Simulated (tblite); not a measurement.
C4H4N3 (doublet state).
Cartesian coordinates in Å at the GFN2-xTB level; atoms count from 1:
```
atom  x, y, z in Å
C1     1.8663   -0.7071   -0.0553
N2     0.7902   -0.4045    0.5015
C3    -0.0636    0.6169    0.1441
N4     0.3852    1.8226    0.1263
C5    -1.4068    0.2159   -0.1420
C6    -1.7558   -1.1072   -0.2802
N7    -2.0443   -2.2223   -0.3838
H8     2.2377   -0.2346   -0.9656
H9     2.4600   -1.4985    0.3802
H10   -0.3177    2.5515    0.0612
H11   -2.1457    0.9702   -0.3723
```

Structure optimised with GFN2-xTB, isolated species. This method treats the open shell by occupation alone, without spin polarisation.

Masses are those of the commonest isotopes; rigid-rotor values at the optimised geometry. The values belong to one conformer with, in the numbering `[H]/[N:4]=[C:3](/[N:2]=[CH2:1])[CH:5][C:6]#[N:7]`, C1–N2–C3–N4 -58°, N2–C3–C5–C6 -11°.

Give the principal moments of inertia and the rotational constants in GHz.

Ia = 108.15, Ib = 234.48, Ic = 333.00 u·Å²; 505379 MHz·u·Å²/I gives 4673, 2155 and 1518 MHz, that is A = 4.6729, B = 2.1554, C = 1.5177 GHz.

Classify the top.

An asymmetric top. Ray's parameter κ = (2B − A − C)/(A − C) = -0.596; −1 is the prolate and +1 the oblate limit.

Is it planar, by Δ = Ic − Ia − Ib?

Not planar: Δ = Ic − Ia − Ib = -9.63 u·Å². For a rigid frame Δ = −2 Σ m c², so Σ m c² = 4.81 u·Å² lies off the ab plane: 1.59 from hydrogen and 3.23 from heavier atoms. The atom farthest from that plane is 1.21 Å away.

Give the other two planar moments, Paa and Pbb, and the rms extents of the mass along the axes.

Paa = Σ m a² = (Ib + Ic − Ia)/2 = 229.66 and Pbb = Σ m b² = (Ia + Ic − Ib)/2 = 103.34 u·Å². With the mass M = 94.04 u, the rms extents √(P/M) along a, b and c are 1.56, 1.05, 0.23 Å.

Where do the levels up to J = 4 lie, in cm⁻¹?

Above 0(0,0):
J = 1: 1(0,1) 0.1225, 1(1,1) 0.2065, 1(1,0) 0.2278
J = 2: 2(0,2) 0.3640, 2(1,2) 0.4303, 2(1,1) 0.4941, 2(2,1) 0.7460, 2(2,0) 0.7496
J = 3: 3(0,3) 0.7180, 3(1,3) 0.7638, 3(1,2) 0.8911, 3(2,2) 1.1136, 3(2,1) 1.1307, 3(3,1) 1.5887, 3(3,0) 1.5891
J = 4: 4(0,4) 1.1772, 4(1,4) 1.2053, 4(1,3) 1.4154, 4(2,3) 1.6008, 4(2,2) 1.6488, 4(3,2) 2.0849, 4(3,1) 2.0875, 4(4,1) 2.7418, 4(4,0) 2.7418
Those of J = 1 are B + C, A + C and A + B.

For this open shell read J as N, the rotation without spin; fine and hyperfine splittings come on top. Its GFN2-xTB frequencies are all real (lowest 54 cm⁻¹). Constants of a rigid frame at the computed geometry: no zero-point averaging, no centrifugal distortion.

Hardware: one thread, Intel Xeon at 2.50 GHz (x86_64) (shared host). Cost: 1.1 s. This is the geometry optimisation.
